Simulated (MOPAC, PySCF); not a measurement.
C2H5I3Sn, SMILES `[I][Sn]([I])([I])[CH2]C` (C–C–Sn–I torsion 59°), neutral singlet in the gas phase. 

Cartesian coordinates (Å):
SMILES: C[CH2][Sn]([I])([I])[I]
```xyz
11

C     -1.5147     0.0099    -0.4936
C     -0.5762    -0.1250     0.6966
Sn     1.5241     0.0476     0.1033
I      2.1097    -1.9040    -1.7080
I      3.1975    -0.1869     2.2367
I      1.9270     2.4682    -1.0845
H     -1.3369    -0.7789    -1.2526
H     -2.5710    -0.0823    -0.1617
H     -1.4102     0.9940    -0.9940
H     -0.7113     0.6688     1.4587
H     -0.6379    -1.1114     1.1991
```
Charge 0, spin multiplicity 1.

All levels are single points at this geometry (PBE-D3(BJ)/def2-SVP); Pople sets use spherical d functions. Orbital energies aren't observables, and empty levels follow the basis.

| level | HOMO (eV) | LUMO (eV) | gap (eV) | dipole (D) | vertical IE, Delta-SCF (eV) |
|---|---|---|---|---|---|
| PBE-D3(BJ)/def2-TZVP in PySCF | -6.46 | -3.69 | 2.77 | 2.82 | – |
| B3LYP/6-311+G** (LANL2DZ on I, Sn) in PySCF | -7.55 | -3.38 | 4.17 | 3.37 | – |
| B3LYP/6-31G* (LANL2DZ on I, Sn) in PySCF | -7.53 | -3.37 | 4.17 | 3.72 | 9.32 |
| B3LYP/LANL2DZ in PySCF | -7.53 | -3.37 | 4.16 | 3.74 | – |
| BP86/6-31G* (LANL2DZ on I, Sn) in PySCF | -6.77 | -3.96 | 2.81 | 3.78 | – |
| M06-2X/6-31G* (LANL2DZ on I, Sn) in PySCF | -8.72 | -2.69 | 6.03 | 3.72 | – |
| PBE/6-31G* (LANL2DZ on I, Sn) in PySCF | -6.67 | -3.85 | 2.82 | 3.75 | – |
| SVWN5/6-31G* (LANL2DZ on I, Sn) in PySCF | -6.74 | -3.93 | 2.81 | 3.73 | – |
| HF/6-31G* (LANL2DZ on I, Sn) in PySCF | -10.29 | -0.42 | 9.87 | 4.00 | 9.93 |
| AM1 in MOPAC | -10.93 | -3.89 | 7.04 | 1.15 | – |
| PM3 in MOPAC | -10.66 | -4.64 | 6.02 | 4.81 | – |
| PM6 in MOPAC | -10.01 | -2.97 | 7.04 | 3.22 | – |
| PM7 in MOPAC | -9.77 | -1.45 | 8.32 | 3.67 | – |
